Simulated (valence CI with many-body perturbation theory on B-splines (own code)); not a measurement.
## Tl74+: what each term of the Hamiltonian does

Calculated by configuration interaction combined with many-body perturbation theory (CI+MBPT): five valence electrons over a frozen Dirac-Fock core [He], radial functions for each j: 9 s, 9 p, 8 d, 6 f, 3 g, 1 h, with the one-electron correlation potential Σ1, the two-electron term Σ2, the three-electron term Σ3, Breit, model QED; selected CI, second order for the rest (own B-spline code, finite nucleus).

No measured spectrum was set against this ion. As an estimate, large intervals hold to a few tenths of a per cent, small ones and those within an open d or f shell to about a per cent. Among the levels kept, up to 1200 cm⁻¹ of a level comes from second order outside the variational space, and about a tenth of that is noise between levels of different J, which matters for small intervals.

Each rung adds one term. CI alone is the Dirac-Coulomb CI over the frozen core; QED comes last and gives the full result, which names the levels. Energies are above (2s^2 2p1/2^2 2p3/2) J=3/2 on the same rung, in eV.

Levels are named by their leading jj configuration (3d3/2^4 stands for four electrons in 3d with j = 3/2), which in mixed levels can hold well under half, so a name can repeat and another be missing. Letters in brackets count levels of one name in rising energy.

```csv
Level,CI alone
(2s^2 2p1/2 2p3/2^2) J=3/2,2150
(2s^2 2p1/2 2p3/2^2) J=5/2,2187
(2s^2 2p1/2 2p3/2^2) J=1/2,2231
(2s 2p1/2^2 2p3/2^2) J=5/2,2562
(2s 2p1/2^2 2p3/2^2) J=1/2,2669
(2s 2p1/2^2 2p3/2^2) J=3/2,2680
(2s^2 2p3/2^3) J=3/2,4391
(2s 2p1/2 2p3/2^3) J=3/2 [a],4737
(2s 2p1/2 2p3/2^3) J=5/2,4794
(2s 2p1/2 2p3/2^3) J=1/2,4857
(2s 2p1/2 2p3/2^3) J=3/2 [b],4871
(2p1/2^2 2p3/2^3) J=3/2,5312
(2s 2p3/2^4) J=1/2,7027
(2p1/2 2p3/2^4) J=1/2,7497
(2s^2 2p1/2^2 3s) J=1/2,10559
(2s^2 2p1/2^2 3p1/2) J=1/2,10681
```

(1) What do these energies become with core correlation, Breit and QED?

(2) How does the ionisation energy move along the ladder, and which term matters most?

## Answers

(1) (2s^2 2p1/2 2p3/2^2) J=3/2 2125 (-25.0); (2s^2 2p1/2 2p3/2^2) J=5/2 2148 (-38.4); (2s^2 2p1/2 2p3/2^2) J=1/2 2210 (-21.2); (2s 2p1/2^2 2p3/2^2) J=5/2 2527 (-35.4); (2s 2p1/2^2 2p3/2^2) J=1/2 2648 (-21.6); (2s 2p1/2^2 2p3/2^2) J=3/2 2649 (-30.6); (2s^2 2p3/2^3) J=3/2 4341 (-49.9); (2s 2p1/2 2p3/2^3) J=3/2 [a] 4685 (-52.3); (2s 2p1/2 2p3/2^3) J=5/2 4727 (-66.6); (2s 2p1/2 2p3/2^3) J=1/2 4805 (-52.2); (2s 2p1/2 2p3/2^3) J=3/2 [b] 4812 (-59.8); (2p1/2^2 2p3/2^3) J=3/2 5254 (-57.2); (2s 2p3/2^4) J=1/2 6952 (-74.9); (2p1/2 2p3/2^4) J=1/2 7414 (-82.6); (2s^2 2p1/2^2 3s) J=1/2 10552 (-6.8); (2s^2 2p1/2^2 3p1/2) J=1/2 10674 (-6.9).

(2) CI alone 20236, + Σ1 20237, + Σ2 20237, + Σ3 20237, + Breit 20219, + QED 20215 eV. The largest step is Breit, -18 eV. NIST lists 20210 ± 90 eV (theoretical).
